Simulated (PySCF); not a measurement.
**Mg (magnesium, neutral): UHF calculation**

Configuration: [Ne] 3s2, closed-shell 1S. Calculation: PySCF 2.14, in an uncontracted even-tempered set (22 s from 0.01 bohr⁻², ratio 2.5; 14 p from 0.013 bohr⁻², ratio 2.5; 6 d from 0.16 bohr⁻², ratio 2.7; 6 f from 0.24 bohr⁻², ratio 2.7); scalar relativity by spin-free X2C-1e.

```
Total energy                        : -199.921472 hartree
One-electron energy                 : -279.8603 hartree
Hartree (Coulomb) energy            : 95.9735 hartree
Exchange energy                     : -16.0347 hartree
⟨S²⟩                                : 0.0000
⟨L²⟩                                : 0.000
Sum of ⟨r⟩                          : 12.24 bohr
Sum of ⟨r²⟩                         : 29.54 bohr²
Langevin diamagnetic susceptibility : -23.4 ×10⁻⁶ cm³/mol
```

```
shell  electrons  mean orbital energy (hartree)  rms radius, mean of both spins (bohr)
   1s          2                      -49.11659                                  0.151
   2s          2                       -3.77963                                  0.754
   2p          6                       -2.28056                                  0.773
   3s          2                       -0.25343                                   3.52
```

Spin-orbit constants ζ (cm⁻¹) from the X2C one-electron operator on these orbitals: bare nucleus, nucleus screened by l(l+1)(2l+1)/3 electrons, and screened by the Breit-Pauli mean field of the electrons.

| shell | bare | screened nucleus | mean field |
| --- | --- | --- | --- |
| 2p | 1748 | 1457 | 1326 |
